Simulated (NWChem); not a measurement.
Species: CF2, singlet; SMILES F[C]F

```xyz
3

F      1.0264     0.0000    -0.1982
C      0.0000     0.0000     0.5932
F     -1.0264     0.0000    -0.1982
```
Atoms are numbered in this order, from 1.

Results from NWChem. Low-valent species are run as closed-shell singlets; no triplet was tried in these runs. Geometry: optimised at PBE0-D3(BJ)/def2-TZVP. Solvent water, SMD (1 M gas to 1 M solution), gas-phase geometry.

Task: Order these runs by computing time, cheapest first, and give rough ratios: PBE0/aug-cc-pVTZ; PBE0/cc-pVTZ; PBE0/cc-pVDZ.

Result: PBE0/cc-pVDZ (1), PBE0/cc-pVTZ (3), PBE0/aug-cc-pVTZ (10). Ratios are rough, from one shared machine; the cheapest took roughly 6 core-seconds. What differs between the cheapest and the dearest: dipole in solution (D) 0.82 → 0.80.
